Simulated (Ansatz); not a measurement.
Start from `N[Si](N)(N)Cl` and change one atom or group to get `N[SiH](N)Cl`.

Ansatz, PBE0-D4/def2-TZVP geometries, multiplicity 1. Each molecule was computed in one conformer, which needn't be the lowest.

| property | `N[Si](N)(N)Cl` |
| --- | --- |
| zero-point energy (PBE0-D4/def2-TZVP) / kJ/mol | 211.7 |
| HOMO energy (PBE/def2-TZVPP) / eV | -6.01 |
| size of the dipole moment (B3LYP/def2-TZVPP) / D | 1.41 |
| size of the dipole moment (ωB97M-V/def2-TZVPP) / D | 1.39 |
| HOMO–LUMO gap (B3LYP/def2-TZVPP) / eV | 7.65 |
| LUMO energy (PBE/def2-TZVPP) / eV | -0.02 |

**Question.** What does the change do to each property? (An estimate is asked.)

**Answer.** Computed: 
| property | `N[SiH](N)Cl` | shift |
| --- | --- | --- |
| zero-point energy (PBE0-D4/def2-TZVP) / kJ/mol | 166.5 | -45.2 |
| HOMO energy (PBE/def2-TZVPP) / eV | -6.28 | -0.27 |
| size of the dipole moment (B3LYP/def2-TZVPP) / D | 2.10 | 0.69 |
| size of the dipole moment (ωB97M-V/def2-TZVPP) / D | 2.10 | 0.71 |
| HOMO–LUMO gap (B3LYP/def2-TZVPP) / eV | 8.07 | 0.42 |
| LUMO energy (PBE/def2-TZVPP) / eV | 0.11 | 0.13 |

With PBE0 the HOMO falls by 0.28 eV and the LUMO rises by 0.13 eV, so the gap widens by about 0.41 eV. PBE moves the HOMO by -0.27 eV and ωB97M-V by -0.28 eV. The zero-point energy changes by -45.2 kJ/mol with -6 modes. Dipoles are sizes alone; their direction can turn.

B3LYP here is the variant with VWN-RPA as its local correlation; programs differ in this.
